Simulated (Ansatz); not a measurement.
Cl3Ge, SMILES [Cl][Ge]([Cl])[Cl], multiplicity 2.

The structure is a stationary point at B3LYP-D3(BJ)/def2-SVP. The isomer is the one that the SMILES or the coordinates give; other isomers of the formula were not compared.

Two levels are set side by side: PBE/def2-SVPD (Ansatz, a quantum-chemistry and plane-wave program) and CAM-B3LYP/def2-SVPD (Ansatz). Energy differences of separate SCF runs at the same geometry; the states with an electron removed or added have multiplicity 1 and 1. Differences are taken from unrounded values.

| quantity | CAM-B3LYP | PBE | PBE minus CAM-B3LYP |
|---|---|---|---|
| vertical ionisation energy (eV) | 10.04 | 9.60 | -0.44 |
| vertical electron affinity (eV) | 3.24 | 3.06 | -0.18 |
